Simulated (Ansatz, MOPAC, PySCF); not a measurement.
Stepwise substitution at one centre (In NH2-H). All species are isolated molecules in the gas phase. One relaxed conformer stands for each flexible species; it need not be the lowest. Strings in code marks are SMILES.

Quantity: redistribution energy (mixed species minus the weighted end members), in kcal/mol. Semi-empirical values (MOPAC) are differences of heats of formation.

Level 1: frozen-core CCSD(T)/def2-TZVPP // CAM-B3LYP-D3(BJ)/def2-TZVP (Ansatz, a quantum-chemistry and plane-wave program)
Level 2: PBE-D3(BJ)/def2-TZVP // CAM-B3LYP-D3(BJ)/def2-TZVP (PySCF)
Level 3: PBE/6-31G* (LANL2DZ on In) // CAM-B3LYP-D3(BJ)/def2-TZVP (PySCF)
Level 4: PM6 // CAM-B3LYP-D3(BJ)/def2-TZVP (MOPAC)

| species | level 1 | level 2 | level 3 | level 4 |
|---|---|---|---|---|
| 1 of 3 NH2 replaced by H: `[NH2][InH][NH2]` | -2.43 | -2.94 | -3.63 | 0.64 |
| 2 of 3 NH2 replaced by H: `[NH2][InH2]` | -3.27 | -4.03 | -4.88 | 0.12 |
